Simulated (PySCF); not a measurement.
From computed data to an observable: chemical shift, span and skew from a shielding tensor

CH7ClOSi3, SMILES Cl[Si@@H]1OC[SiH2][SiH2]1. Atoms are numbered in the order given.

```xyz
13

Cl     2.2823    -0.8081    -0.4547
Si     0.7808    -0.2714     0.8810
O     -0.5112    -1.3126     0.7031
C     -1.3384    -1.2234    -0.4464
Si    -2.0235     0.5682    -0.6358
Si    -0.1550     1.7564     0.1543
H      1.2890    -0.4562     2.2619
H     -0.7787    -1.5113    -1.3560
H     -2.1593    -1.9484    -0.3319
H     -3.1855     0.7635     0.2842
H     -2.4441     0.8508    -2.0417
H      0.6547     2.4414    -0.8947
H     -0.4855     2.6941     1.2691
```
Charge 0, spin multiplicity 1.

Coordinates come from a PBE0-D3(BJ)/def2-SVP optimisation. The structure was generated by enumeration; whether it is a known compound was not checked. Other conformers were not sampled.

GIAO shieldings from PySCF with PBE/pcSseg-1, non-relativistic, no solvent. The symmetric part of the tensor of C4 has the principal values 81.1, 109.8, 183.9 ppm. The same nucleus in TMS has σ = 182.0 ppm at this level (PySCF, at its B3LYP-D3(BJ)/def2-TZVP geometry). Without spin–orbit terms, shifts of atoms bonded to Cl or Br come out too high.

**Question.** Work out the isotropic shielding, the ¹³C shift against TMS, the span and the skew.

**Answer.** 
σ(iso) = (σ11 + σ22 + σ33)/3 = 124.9 ppm. δ = σ(ref) − σ(iso) = 182.0 − (124.9) = 57.1 ppm.
Span Ω = σ33 − σ11 = 102.8 ppm. Skew κ = 3(σ(iso) − σ22)/Ω = 0.44. Tumbling in solution averages the tensor to δ; in a static solid the shielding alone would spread this spin-1/2 line over Ω.
